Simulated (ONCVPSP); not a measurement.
## What one change does to a pseudopotential (C (Z = 6), ONCV)

carbon, optimised norm-conserving Vanderbilt (ONCV), made with ONCVPSP 4.0.1 (PBEsol, fully relativistic). Core [He], reference 2s2 2p1 (charge +1). Waves: 2s: rc 1.20 bohr, ncon 3, nbas 8, qcut 6.8 1/bohr, 2 projectors, debl 1.1 Ha; 2p: rc 1.70 bohr, ncon 4, nbas 9, qcut 8.5 1/bohr, 2 projectors, debl 1.1 Ha; d scattering state at 0.05 Ha: rc 1.75 bohr, ncon 5, nbas 10, qcut 5.2 1/bohr, 2 projectors, debl 3.8 Ha. Local part: polynomial inside 0.95 bohr (lpopt 1, dvloc0 0 Ha). Core correction: polynomial model core, fcfact 0.45.

Open shells are filled in proportion to 2j + 1.

All-electron outer shells of the reference configuration (PBEsol, scalar-relativistic, ld1.x):

```json
{"shell": "1s", "level (eV)": "-287.02", "outermost node (bohr)": "–", "outermost maximum (bohr)": "0.18"}
{"shell": "2s", "level (eV)": "-25.62", "outermost node (bohr)": "0.38", "outermost maximum (bohr)": "1.17"}
{"shell": "2p", "level (eV)": "-16.91", "outermost node (bohr)": "–", "outermost maximum (bohr)": "1.11"}
```

Change: p: rc 2.46.

Cutoffs: the cutoffs (Ha) at which the residual kinetic energy of the hardest occupied pseudo-wave falls to 1 and 0.1 mHa per electron; they do not see the model core or the augmentation charge, which bear on the density cutoff. Errors are all-electron minus pseudo energies relative to the spin-unpolarised reference configuration.

Question: Predict the effect on cutoff, ghosts and configuration errors.

Answer: The potential gets softer (21 Ha and 26 Ha → 17 Ha and 23 Ha); of the 4 tests that both files solve, the error grows in 4 and shrinks in 0 by more than 15 % and 0.3 meV (median size 44.8 → 130.1 meV); neither file shows a bound ghost. A larger radius leaves more room for a smooth pseudo-wave, so fewer plane waves are needed. More of the atom is replaced by a form fitted at one configuration, so other configurations suffer.

```tsv
quantity	base	changed
cutoff, loose	21 Ha	17 Ha
cutoff, tight	26 Ha	23 Ha
loose cutoff by channel	s 17 Ha, p 21 Ha	s 17 Ha, p 14 Ha
bound ghosts	none	none
GHOST(+) flags under 300 eV	none	none
error for 2s2 2p2, meV [ΔE -10.79 eV]	+12	+45
error for 2s2 2p0, meV [ΔE 24.02 eV]	+57	+162
error for 2s1 2p0, meV [ΔE 71.98 eV]	+170	+422
error for 2s1 2p3, meV [ΔE -2.36 eV]	+33	+99
s: phases at 1.22 bohr within 0.05 rad from the reference energy up to (Ha; the scan ends near 5)	to the end of the scan	to the end of the scan
d5/2: phases at 1.77 bohr within 0.05 rad from the reference energy up to (Ha; the scan ends near 5)	to the end of the scan	to the end of the scan
d3/2: phases at 1.77 bohr within 0.05 rad from the reference energy up to (Ha; the scan ends near 5)	to the end of the scan	to the end of the scan
rms error of d²Exc/dni dnj with the model core, mHa	7.08	8.52
```
